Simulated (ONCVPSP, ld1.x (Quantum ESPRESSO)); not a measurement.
# Potentials for cobalt (Co) compared

Generated with ld1.x 7.5 (TM, RRKJ, ultrasoft, PAW), atompaw 4.2 or ONCVPSP 4.0.1. The cutoff is in Ry: for ld1.x and atompaw files where the sum of valence levels is converged to 10 mRy in a Bessel basis, for ONCV files where the hardest occupied wave has 1 mHa per electron of residual kinetic energy. The error is the largest all-electron minus pseudo excitation energy over each file’s own four to seven test configurations (ionisations up to +4, promotions, holes and added fractions of an electron), all of which were solved. The labels leave out finer settings (local radius, basis sizes, second energies), which also bear on the numbers. Spin-polarised tests are not counted. The rows are a selection from randomly drawn settings: files with unsolved tests, undetermined cutoffs or missed reference levels are left out.

A true bound ghost makes a file unfit for plane-wave use even where its test errors are small: the radial tests pick states by their node count and pass the ghost by.

```tsv
potential	cutoff (Ry)	largest error (meV)	bound ghosts
RRKJ, PBE, scalar-relativistic, rc 2.35/0.95/0.95 (spd), local p, core correction yes, reference 3p6 3d7 4s1.5 4p0	180	+75	s
ONCV, PBEsol, non-relativistic, rc 1.35/1.10/1.50 (spd), local smoothed, core correction no, reference 3s2 3p6 3d7 4s1.75, qcut 7.1/12.8/10, projectors 2/2/1	81	+6.9	none
RRKJ, LDA (PZ), scalar-relativistic, rc 2.25/3.35/1.75 (spd), local d, core correction yes, reference 3d7 4s2 4p0	90	-278	s, p
ONCV, PBE, scalar-relativistic, rc 2.25/0.90/0.90 (spd), local smoothed, core correction yes, reference 3p6 3d7.5 4s1.5, qcut 2.7/11.1/20.7, projectors 2/2/2	260	-12	s
ONCV, LDA (Perdew-Wang 92), scalar-relativistic, rc 1.05/1.20/1.70 (spd), local smoothed, core correction yes, reference 3s2 3p6 3d8 4s1, qcut 12.4/10.6/11, projectors 2/2/1	107	+124	none
```

(1) Fill in the row for Co: ONCV, PW91, scalar-relativistic, rc 1.30/0.75/1.20 (spd), local smoothed, core correction no, reference 3s2 3p6 3d7 4s2, qcut 12/11.7/15.9, projectors 2/1/1.

(2) Fill in the row for Co: ONCV, PBE, scalar-relativistic, rc 1.55/1.10/1.40 (spd), local smoothed, core correction no, reference 3s2 3p6 3d7 4s2, qcut 6.8/10.4/12.4, projectors 2/2/2.

Results:

(1) cutoff 163 Ry, largest error -8.9 meV, bound ghosts: none.

(2) cutoff 111 Ry, largest error +5.2 meV, bound ghosts: none.
